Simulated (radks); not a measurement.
The numbers below are computed, except where a source is named.
Problem. These are the eigenvalues of the occupied orbitals of an atom or ion with whole-number occupations (eV). Code: a radial shooting solver on a logarithmic mesh with Libxc functionals. Model: scalar-relativistic Kohn-Sham, PBE, spin-unpolarised, spherical densities, finite nucleus; Fermi nuclear charge, rms radius of each element as measured or else 0.836 A^(1/3) + 0.57 fm.

| orbital | eigenvalue |
|---|---|
| 1s | -20868.00 |
| 2s | -2977.309 |
| 2p | -2664.685 |
| 3s | -518.6236 |
| 3p | -415.9841 |
| 3d | -249.8859 |
| 4s | -73.3772 |
| 4p | -45.3432 |
| 4d | -6.6623 |
| 5s | -5.0431 |

Which element is it, and in what charge state? The configuration may be excited.

Solution. Z = 43, technetium, charge 0: Tc in [Kr] 4d5 5s2. The list shows which subshells hold electrons but not how many an open one holds; the 1s level, -766.89 hartree, gives Z - s = 39.2 by -(Z - s)^2/2, which with screening and relativity narrows Z to a few neighbours, and the depths of the outer levels then fix element, charge and occupations together.
